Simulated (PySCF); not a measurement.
Coordinates in bohr (charge -1 multiplicity 1):
```
Ga    0.0000    0.0000    0.0000
Se    0.0000    0.0000    4.1898
Se    0.0000    0.0000   -4.1898
```

Computed with B3LYP/[Ga def2-SVPD, Se def2-SVPD], no relativity, density fitting, PySCF.

This geometry of GaSe₂⁻ is a stationary point at this level.

(1) What is the point group?

(2) Is it a minimum?

(3) Give the atomic charges and bond orders.

(4) Give the ideal-gas entropy at 298.15 K and 1 bar by parts.

Answers

(1) D∞h.

(2) Yes: all harmonic wavenumbers are real.

(3) 
```csv
atom,Mulliken,Löwdin,polar tensor,Mayer order to Ga1
Ga1,0.17,-0.39,0.68,–
"Se2,3",-0.59,-0.30,-0.84,1.68
```

(4) translation 176.6, rotation 78.8, vibration 40.4, spin 0.0; total 295.8 J/(mol K).

Other isomers or separated fragments may lie lower. The lowest empty level of this anion is unbound, so it and the gap depend on the basis.
